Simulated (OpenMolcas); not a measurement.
## What dynamic correlation does to the levels of Al+

| Quantity | Value |
| --- | --- |
| Program | OpenMolcas 26.06 |
| Basis | ANO-R2 [5s5p3d1f] |
| Scalar Hamiltonian | X2C, finite nucleus |
| Active space | 2 electrons in 8 orbitals (3s 3p 4s 4p) |
| State averaging | 2S+1 = 3 even, 3 roots; 2S+1 = 1 even, 7 roots; 2S+1 = 3 odd, 3 roots; 2S+1 = 1 odd, 3 roots |
| Spin-orbit coupling | RASSI with atomic mean-field integrals over the reference wave functions, term energies averaged over their components |

Methods on the same reference wave functions:
A. CASSCF
B. SS-CASPT2, IPEA 0.25 Eh, imaginary shift 0.1 Eh (closed shells correlated: 2s 2p)
C. MS-CASPT2, IPEA 0.25 Eh, imaginary shift 0.1 Eh (closed shells correlated: 2s 2p)

Energies in eV above 3s2 1S0, the measured ground level; measured values from NIST Handbook of Basic Atomic Spectroscopic Data.

| Level | A | B | C | Measured |
| --- | --- | --- | --- | --- |
| 3s2 1S0 | 0.0000 | 0.0000 | 0.0000 | 0.0000 |
| 3s 3p 3P* 0 | 4.6064 | 4.597 | 4.597 | 4.6361 |
| 3s 3p 3P* 1 | 4.6129 | 4.603 | 4.604 | 4.6437 |
| 3s 3p 3P* 2 | 4.6258 | 4.616 | 4.617 | 4.6591 |
| 3s 3p 1P* 1 | 8.3753 | 7.591 | 7.592 | 7.4207 |

Deviations, from unrounded energies. A percentage is the sum of absolute deviations over the sum of measured energies, with the sign that they share, or ± where signs differ.

```csv
Against measurement,Levels,A,B,C
mean absolute deviation (cm-1),4,2100,590,590
other configurations (%),4,±4.9,±1.4,±1.4
```

B, C lie about equally close to measurement and A furthest from it. The largest miss of C in the table is 3s 3p 1P* 1, by +1400 cm-1. The ranking rests on the paired levels alone, and a cruder setting can come out closer through cancelling errors.

Between B and C no level of the table moves by more than 5 cm-1.

The lowest spin-free term lies below A's lowest term by 0.210 hartree in B, 0.210 hartree in C.

Over all roots computed the reference weight is 0.90 to 0.99 in B, 0.90 to 0.99 in C; the roots of lowest weight are the least certain, and an intruder state may touch them. The run also gave levels led by 3s 4s, which use shells meant for correlation; these and all levels above them are left out. Without dynamic correlation excited terms often stand tens of per cent too high (terms of higher spin than the ground term too low), and those without a measured partner can miss by more than the paired ones (holds for A). Measured partners are found by configuration, term and J. A level has none where our copy of the source lacks it or the pairing is in doubt (some pairs that miss far off the trend of their configuration count as doubtful), and it then counts in no deviation. Only configurations of the active space appear. The table leaves out levels that lie high or whose names do not pair safely across all columns.

* marks odd parity.
